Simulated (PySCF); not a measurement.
Gas-phase equilibrium of 1 mol SO2, 6.9 mol O2 at 1600 K and 10.0 bar, among 11 species (S2O, SO2, O2, O, S2, S6, O3, SO, S8, S, SO3). Only gases are allowed; each row takes one source of thermochemistry for all species, and Cantera finds the minimum.

Energies from PySCF, thermal terms from the rigid-rotor harmonic-oscillator model, ideal gas at 1 bar. † marks an energy on the PBE0/def2-TZVP geometry and frequencies; other levels use their own. MP2 and CCSD(T) freeze the core. 6-31G* has spherical d functions here. Open shells (unrestricted) among the columns below: O2 (multiplicity 3), O (multiplicity 3, electronic degeneracy 9), S2 (multiplicity 3), SO (multiplicity 3), S (multiplicity 3, electronic degeneracy 9); the rest are closed-shell singlets. Spin-orbit splitting is ignored; it lowers the true energy and changes the entropy of O, S. MP2 isn't extrapolated to the basis-set limit. CCSD(T) isn't extrapolated to the basis-set limit. The harmonic model lacks anharmonicity and excited electronic states, which grow with temperature; levels with a mode under 35 cm⁻¹ are left out. Strong static correlation: O3. Warning, large T1 diagnostic: O3, SO2 (CCSD(T)/def2-SVP†).

Molecules larger than those listed are left out.

Mole fractions:

| thermochemistry | x O | x O2 | x SO2 | x SO3 | x SO | x S | x S2 | x O3 |
|---|---|---|---|---|---|---|---|---|
| CCSD(T)/def2-SVP† | 3.2e-5 | 0.87 | 0.13 | 7.9e-6 | 0.00052 | 4.5e-8 | 2.3e-9 | 2.5e-10 |
| HF/6-31G* | 0.92 | 0.014 | 0.00057 | 3.6e-9 | 0.045 | 0.017 | 0.00046 | <1e-12 |
| MP2/def2-TZVPP† | 2.2e-6 | 0.87 | 0.11 | 0.020 | 2.2e-8 | <1e-12 | <1e-12 | 3.6e-8 |
| PBE/def2-TZVP† | 1.3e-7 | 0.87 | 0.12 | 0.0053 | 6.3e-7 | <1e-12 | <1e-12 | 1.9e-8 |
| LDA/def2-TZVP† | 9.1e-10 | 0.87 | 0.068 | 0.063 | 5.3e-9 | <1e-12 | <1e-12 | 6.4e-7 |
| ωB97M-V/def2-TZVP† | 3.1e-6 | 0.87 | 0.12 | 0.0052 | 2.8e-7 | <1e-12 | <1e-12 | 2.3e-10 |
The most sensitive of these is S: it spans a factor of 10^10.2 over these rows; at this temperature one factor of ten is RT ln 10 = 31 kJ/mol.
